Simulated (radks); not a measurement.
Neutral hafnium, 72 electrons, occupied as [Xe] 4f14 5d2 6s2.

Method: scalar-relativistic Kohn-Sham, r2SCAN, spin-unpolarised, spherical densities, finite nucleus; meta-GGA in the generalised Kohn-Sham scheme; Fermi nuclear charge, rms radius 5.347 fm; computed with a radial shooting solver on a logarithmic mesh with Libxc functionals.

Energy parts (Ry):
part                       energy
total                 -30155.4938
kinetic                33032.2498
electron-nucleus      -74386.3677
Hartree                11814.7532
exchange-correlation    -616.1291

Orbitals (lengths in bohr, moments of r in powers of bohr; r(max) is where P^2 peaks; r(90%) holds 90 % of the orbital's charge):
| orbital | occ. | eigenvalue (Ry) | r(max) | <r> | r(90%) | <r^2> |
|---|---|---|---|---|---|---|
| 1s | 2 | -4803.468 | 0.01190 | 0.01899 | 0.0345 | 0.0004953 |
| 2s | 2 | -823.3355 | 0.06804 | 0.08036 | 0.125 | 0.007640 |
| 2p | 6 | -722.7798 | 0.05567 | 0.07173 | 0.117 | 0.006286 |
| 3s | 2 | -188.3022 | 0.1919 | 0.2084 | 0.306 | 0.04966 |
| 3p | 6 | -158.1143 | 0.1896 | 0.2084 | 0.312 | 0.05034 |
| 3d | 10 | -122.3222 | 0.1548 | 0.1890 | 0.293 | 0.04189 |
| 4s | 2 | -38.33421 | 0.4375 | 0.4684 | 0.672 | 0.2476 |
| 4p | 6 | -28.38720 | 0.4582 | 0.4975 | 0.723 | 0.2816 |
| 4d | 10 | -15.46534 | 0.4712 | 0.5353 | 0.803 | 0.3324 |
| 5s | 2 | -5.05775 | 1.017 | 1.138 | 1.64 | 1.456 |
| 5p | 6 | -2.70146 | 1.158 | 1.340 | 1.97 | 2.044 |
| 4f | 14 | -1.25856 | 0.4558 | 0.6761 | 1.15 | 0.5927 |
| 6s | 2 | -0.38650 | 2.935 | 3.477 | 5.15 | 13.75 |
| 5d | 2 | -0.19027 | 1.666 | 2.492 | 4.16 | 7.812 |

The highest occupied level is 5d at -2.589 eV. The electron density at the nucleus is 1.282e+06 e/bohr^3 (large components only). Summed over all electrons, <r^2> = 72.98 bohr^2, which gives a Langevin (diamagnetic) susceptibility term of -57.8 x 10^-6 cm^3/mol. For comparison, the ionisation energy in NIST's Atomic Spectra Database is 6.825 eV (measured). In exact Kohn-Sham theory the highest level is minus the ionisation energy, but local and semilocal functionals leave it too shallow, through self-interaction and a potential that decays too fast; potentials with the right tail come closer.

Beside tabulated values, note that spin-unpolarised runs miss the spin-polarisation part of the exchange energy of open shells.
